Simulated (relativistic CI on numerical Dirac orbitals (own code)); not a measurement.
# Slater and spin-orbit integrals, Te⁴⁷⁺

Calculated at this level of theory: Dirac-Coulomb-Breit CI, separate exchange-only KLI orbitals for each configuration, a model potential for QED, unscaled Slater integrals (own radial code, finite nucleus).

Slater integrals F^k, G^k are unscaled and averaged over j, outside the closed core 1s2; ζ comes from projecting the Hamiltonian with its Breit term on Σ l·s of the shell.

- 2s2.2p: ζ(2p) = 1.6464e+06 cm⁻¹; <r>(2p) = 0.09786, <r^2>(2p) = 0.01159 (bohr units).
- 2s.2p2: F^2(2p,2p) = 971060, G^1(2s,2p) = 1.0236e+06, ζ(2p) = 1.6393e+06 cm⁻¹; <r>(2s) = 0.1133, <r^2>(2s) = 0.01512, <r>(2p) = 0.09795, <r^2>(2p) = 0.01161 (bohr units).
- 2p3: F^2(2p,2p) = 969430, ζ(2p) = 1.6324e+06 cm⁻¹; <r>(2p) = 0.09811, <r^2>(2p) = 0.01165 (bohr units).

Averages of the first 10 configurations, taken without configuration mixing, which lowers the lowest level and can move excited configurations by several eV; other configurations of the list can lie among them:

```csv
Configuration,Parity,States,Average energy above the lowest level (eV)
2s2.2p,odd,6,208.8
2s.2p2,even,30,559.9
2p3,odd,20,953.0
2p2.3s,even,30,5462.4
2p2.3p,odd,90,5569.1
2p2.3d,even,150,5654.4
2s2.3s,even,2,4773.7
2s2.3p,odd,6,4887.2
2s2.3d,even,10,4972.7
2s.2p.3s,odd,24,5096.9
```
